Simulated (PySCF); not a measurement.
SMILES S(C)[SiH2]c1ccco1 (C5H8OSSi) (GFN2-xTB optimised geometry):

```
16

C     -1.831    -3.249     0.061
S     -0.444    -2.073     0.095
Si    -1.552    -0.241    -0.003
C     -0.268     1.102     0.000
C      1.102     1.102     0.000
C      1.506     2.454     0.000
C      0.355     3.184     0.000
O     -0.717     2.381    -0.001
H     -2.508    -3.042     0.884
H     -1.407    -4.241     0.168
H     -2.352    -3.168    -0.888
H     -2.433    -0.176     1.164
H     -2.351    -0.251    -1.230
H      1.727     0.233     0.001
H      2.508     2.832     0.001
H      0.178     4.241     0.000
```

Computed with B3LYP/def2-TZVP in PySCF.

What are the frontier orbital energies and the dipole moment?

HOMO-2 -7.99 eV, HOMO-1 -6.61 eV, HOMO -6.46 eV, LUMO -0.50 eV, LUMO+1 -0.04 eV; dipole moment 0.34 D.

Meta-Löwdin charges at B3LYP/def2-TZVP: C1 -0.38, S2 -0.19, Si3 0.63, C4 -0.09, C5 -0.16, C6 -0.19, C7 0.04, O8 -0.23, H9 0.12, H10 0.14, H11 0.12, H12 -0.11, H13 -0.11, H14 0.14, H15 0.13, H16 0.14.
